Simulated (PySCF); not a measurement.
How methods differ on the ionisation energy of In⁴⁷⁺

In⁴⁷⁺ 1s2 → In⁴⁸⁺ 1s1 [1s1/2^1, M_J = 1/2], as a difference of total energies. All numbers are calculated (PySCF 2.14, the two-component X2C-1e Hamiltonian, in an even-tempered Gaussian basis (15 s from 100 bohr⁻², ratio 2.4; 10 p from 140 bohr⁻², ratio 2.4; 3 d from 430 bohr⁻², ratio 2.6; 3 f from 640 bohr⁻², ratio 2.6)). Correlated levels: nothing frozen; the 26 highest virtual spinors dropped. "Screened" scales the spin-orbit matrix elements by Boettger's factors to mimic the two-electron term; Breit and QED terms are absent.

| method | ionisation energy (eV) |
| --- | --- |
| GHF (screened spin-orbit) | 32888.3 |
| GMP2 (screened spin-orbit) | 32889.8 |
| GHF (bare spin-orbit) | 32888.3 |
| GMP2 (bare spin-orbit) | 32889.8 |

For this ion Breit and QED terms and the two-electron picture change, all absent here, outweigh the correlation shift from GHF to GMP2.

For comparison: 32837.6 eV (theoretical estimate listed by NIST; NIST Atomic Spectra Database, ionization energies).
